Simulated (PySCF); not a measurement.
Adding and removing an electron: RbP

PBE0; PySCF, scalar-relativistic core potentials, basis sets Rb def2-SVPD with ECP28, P def2-SVPD. Neutral (UKS): triplet (π ↑↑), Re = 3.187 Å, ωe = 181 cm⁻¹, De = 1.22 eV, HOMO -3.49 eV, LUMO -1.34 eV.

RbP⁺ (UKS): quartet (σ ↑, π ↑↑), Re = 3.713 Å, ωe = 67.9 cm⁻¹, De = 0.17 eV to Rb⁺ + P. The energies at the minima are -365.14873 hartree for RbP and -364.95578 for RbP⁺.

Q: Work out the adiabatic ionisation energy, without and with harmonic zero-point energies (1 hartree = 27.2114 eV, 1 eV = 8065.5 cm⁻¹), and the change of the bond length.

A: At PBE0: 0.19295 hartree = 5.250 eV between the minima; the zero-point term (67.9 − 181.0)/2 cm⁻¹ = -0.007 eV makes it 5.243 eV. Re changes by +52.6 pm against the neutral. The electron leaves a σ orbital, and the ion is left as a loose complex of an ion and an atom.

Weak bonds: RbP⁺. Basis-set superposition, not corrected here, can be much of De in a small basis, most of all at correlated wavefunction levels. Spin–orbit coupling is left out. For an ion De counts to the pair picked by the measured ionisation energies or electron affinities, which need not be the lowest pair at this level. States were picked by a PBE0 search and need not be the measured ground states.
